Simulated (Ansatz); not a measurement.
Cost and result for the atomization energy of ClF₂H₃Si₂ (`F[SiH](F)[SiH2]Cl`) (8 atoms, 7 bonds).

The species carries charge 0 and has multiplicity 1. All single points use the PBE0-D4/def2-TZVP geometry. It is one conformer, not always the lowest. Program: Ansatz. All runs use 4 threads of an Arm Neoverse V2 on a shared host. Times are those of one run each, without the atoms' runs, and a repeat can differ threefold. Electronic energies, without spin–orbit coupling; frozen cores. CCSD(T)/CBS adds CCSD(T) − MP2 in def2-TZVPP to the MP2 limit, and its time is that of the two runs behind it. T1 = 0.012. B3LYP takes the VWN-RPA correlation (the form of Gaussian; ORCA's B3LYP/G).

CCSD(T)/CBS is a level of theory with its own doubt, some kJ/mol a heavy atom from the limit and from the frozen cores, so smaller differences don't rank the functionals.

```
                             level  functions  wall time
   PBE-D4/def2-TZVPP (with forces)        230      2.1 s
                PBE0-D4/def2-TZVPP        230      2.6 s
 B3LYP-D4/def2-TZVPP (with forces)        230        4 s
                 B2PLYP/def2-TZVPP        230      4.4 s
r2SCAN-D4/def2-TZVPP (with forces)        230      4.4 s
                ωB97X-V/def2-TZVPP        230        7 s
  ωB97M-V/def2-TZVPP (with forces)        230       10 s
                    MP2/def2-QZVPP        414       14 s
                CCSD(T)/def2-TZVPP        230      100 s
                 CCSD(T)/CBS(def2)          –      110 s
```

**Question.** What atomization energy does each give, and how far from CCSD(T)/CBS? (Estimate.)

**Answer.** The calculation gave: 
```tsv
level	atomization (kJ/mol)	difference from CCSD(T)/CBS	per bond
PBE-D4/def2-TZVPP (with forces)	2781.0	-14.6	-2.1
PBE0-D4/def2-TZVPP	2740.2	-55.4	-7.9
B3LYP-D4/def2-TZVPP (with forces)	2753.3	-42.3	-6.0
B2PLYP/def2-TZVPP	2736.8	-58.8	-8.4
r2SCAN-D4/def2-TZVPP (with forces)	2784.9	-10.7	-1.5
ωB97X-V/def2-TZVPP	2799.4	3.8	0.5
ωB97M-V/def2-TZVPP (with forces)	2781.6	-14.0	-2.0
MP2/def2-QZVPP	2830.9	35.3	5.0
CCSD(T)/def2-TZVPP	2704.2	-91.4	-13.1
CCSD(T)/CBS(def2)	2795.6	0.0	0.0
```

From PBE to PBE0 (25 % exact exchange), in def2-TZVPP and without D4, the atomization energy moves by −38.0 kJ/mol: exact exchange takes away binding that semilocal exchange gives to molecules. In def2-TZVPP, CCSD(T) changes the Hartree–Fock value by +599.3 kJ/mol (the triples alone add +37.0 kJ/mol) and MP2 by +670.0 kJ/mol; breaking electron pairs costs correlation energy, which Hartree–Fock lacks. The D4 term adds +32.4 kJ/mol with B3LYP and +17.0 kJ/mol with PBE0; it sums over pairs of atoms, weighted by their polarisabilities, and B3LYP, whose exchange is more repulsive, gets the larger term.
